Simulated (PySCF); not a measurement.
H5Sb. Atoms are numbered in the order given.

```xyz
6

Sb     0.0000     0.0000     0.0000
H      0.0000     0.0000     1.7851
H      0.0000     0.0000    -1.7851
H      1.7288     0.0000     0.0000
H     -0.8644     1.4972     0.0000
H     -0.8644    -1.4972     0.0000
```

Geometry: PBE-D3(BJ)/def2-TZVP. The def2 effective core potentials stand for the cores of Sb; spin–orbit coupling is left out.

These are PBE-D3(BJ)/def2-TZVP (PySCF 2.14.0) values and carry that method's errors.

Frequencies are harmonic and unscaled.

Modes within 1.5 cm⁻¹ of each other (mostly degenerate sets) share a row, with their intensities summed.

List the normal modes with their intensities. (Estimate from the structure and the level; the computed values follow.)


| mode | ν (cm⁻¹) | IR (km/mol) | moving atoms (share of kinetic energy) |
|---|---|---|---|
| 1–2 | 407 | 11.4 | H 100 % |
| 3–4 | 806 | 412.5 | H 97 % |
| 5 | 868 | 287.0 | H 97 % |
| 6–7 | 1032 | 0.0 | H 100 % |
| 8 | 1576 | 0.0 | H 100 % |
| 9 | 1608 | 605.2 | H 99 % |
| 10–11 | 1827 | 322.1 | H 99 % |
| 12 | 1856 | 0.0 | H 100 % |
